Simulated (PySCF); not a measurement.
C3H7BFN. Atoms are numbered in the order given.

```xyz
13

C      1.8981     0.5259    -0.3806
C      0.8179    -0.0985     0.1296
F      1.0242    -1.1704     0.9484
B     -0.7104     0.2164    -0.1502
C     -1.7751    -0.9461    -0.0456
N     -1.0702     1.5282    -0.4995
H      1.7690     1.3783    -1.0628
H      2.9217     0.1904    -0.1518
H     -1.5311    -1.7582    -0.7640
H     -2.8204    -0.6252    -0.2277
H     -1.7218    -1.4186     0.9581
H     -2.0267     1.7940    -0.7347
H     -0.4100     2.3061    -0.5254
```
Charge 0, spin multiplicity 1.

Geometry optimised at PBE-D3(BJ)/def2-SVP. The structure was generated by enumeration, and PubChem lists no compound with its InChIKey, so it may never have been made. One conformer was computed; it need not be the lowest.

All values below come from PBE-D3(BJ)/def2-SVP run with PySCF.

Harmonic, unscaled wavenumbers; measured fundamentals usually lie a few per cent lower.

Computed normal modes with their intensities:
```csv
mode,ν (cm⁻¹),IR (km/mol),moving atoms (share of kinetic energy)
1,52,0.2,"C 36 %, F 27 %, H 24 %, N 13 %"
2,112,1.5,H 94 %
3,181,0.3,"C 37 %, H 24 %, F 24 %, N 11 %"
4,262,3.5,"C 36 %, H 28 %, B 20 %, F 9 %"
5,294,2.1,"H 35 %, C 29 %, N 25 %, F 9 %"
6,424,3.4,"H 39 %, C 27 %, B 17 %, F 14 %"
7,449,4.8,"F 27 %, H 24 %, B 17 %, C 16 %, N 15 %"
8,505,4.5,"H 58 %, C 31 %"
9,533,132.9,"H 78 %, N 21 %"
10,651,6.2,"H 71 %, C 15 %, B 12 %"
11,660,2.5,"C 46 %, H 29 %, N 11 %, F 9 %"
12,725,0.6,"H 82 %, C 13 %"
13,821,1.9,"H 63 %, C 25 %, N 9 %"
14,830,2.7,"H 65 %, N 15 %, C 13 %"
15,836,46.3,"H 69 %, C 30 %"
16,863,11.2,"H 51 %, B 27 %, C 20 %"
17,915,32.2,"H 44 %, C 28 %, F 27 %"
18,1112,67.6,"H 33 %, B 32 %, C 24 %"
19,1236,38.9,"H 50 %, C 32 %, B 10 %"
20,1286,122.4,"H 40 %, C 39 %, B 17 %"
21,1328,59.7,"H 68 %, B 16 %, C 14 %"
22,1352,28.9,"H 65 %, B 22 %, C 9 %"
23,1380,3.6,H 96 %
24,1416,2.7,"H 70 %, B 23 %"
25,1552,124.4,"H 64 %, N 22 %, B 13 %"
26,1645,27.2,"C 90 %, H 8 %"
27,2967,3.9,H 97 %
28,3045,5.3,"H 91 %, C 9 %"
29,3067,20.6,"H 91 %, C 9 %"
30,3089,0.5,H 94 %
31,3192,3.1,"H 89 %, C 11 %"
32,3506,20.8,H 96 %
33,3609,18.4,"H 91 %, N 9 %"
```
